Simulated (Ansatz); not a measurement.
```yaml
crystal:
  periodic: [false, false, false]
  atoms:
    - {symbol: C, position_ang: [-1.086875, 0.313938, 0.975767]}
    - {symbol: C, position_ang: [0.095651, -0.398421, 0.848108]}
    - {symbol: C, position_ang: [1.274481, -0.047267, 0.125113]}
    - {symbol: Al, position_ang: [-0.027648, -0.110000, -1.334185]}
    - {symbol: Cl, position_ang: [-0.533004, 1.691114, -2.213408]}
    - {symbol: H, position_ang: [-1.896893, -0.088048, 1.381277]}
    - {symbol: H, position_ang: [-1.012964, 1.392129, 0.663709]}
    - {symbol: H, position_ang: [-0.021263, -1.464604, 1.145203]}
    - {symbol: H, position_ang: [2.120517, -0.828567, 0.123558]}
    - {symbol: H, position_ang: [1.692671, 0.989851, 0.204563]}
    - {symbol: H, position_ang: [-0.544070, -1.462634, -2.016730]}
basis:
  gaussian: {orbitals: def2-SVPD}
magnetization: {spin_polarized: true, initial_magnetization: 0}
hamiltonian: {xc: {name: wB97X-V}}
```

```sh
$ ansatz run in.yaml --threads 4 --pin off --events-out ev --progress --plain --max-ram 10444MiB
```

It prints (some lines left out):

```
Functional definition: wB97X-V
1405 factors; their error is unknown
555 factors; integrals over basis functions are off by at most 2.4e-5 eV
mean field evaluation 1: about -22314.4098 eV, gradient 2.4e1 eV
mean field evaluation 2: about -22316.2346 eV, gradient 1.6e1 eV
mean field evaluation 4: about -22317.4315 eV, gradient 6.8e-1 eV
mean field evaluation 8: about -22317.4839 eV, gradient 1.8e-1 eV
mean field evaluation 16: about -22317.4840 eV, gradient 3.0e-5 eV
mean field -22317.48402763 eV, -820.1524106814 hartree, gradient 3.0e-5 eV, S^2 0.000000; 0 other end points of the search recorded, 0 dependent functions left out
reference -22317.48402492 eV, -820.1524105817 hartree; 27, 27 occupied and 132, 132 virtual orbitals, 1405 factors
Total energy: -22317.48402492 eV, -820.1524105817 hartree
```

Hardware: 4 threads of an AMD EPYC 7B13 on a shared host. Wall time 8.5 s, peak host memory 0.87 GiB.
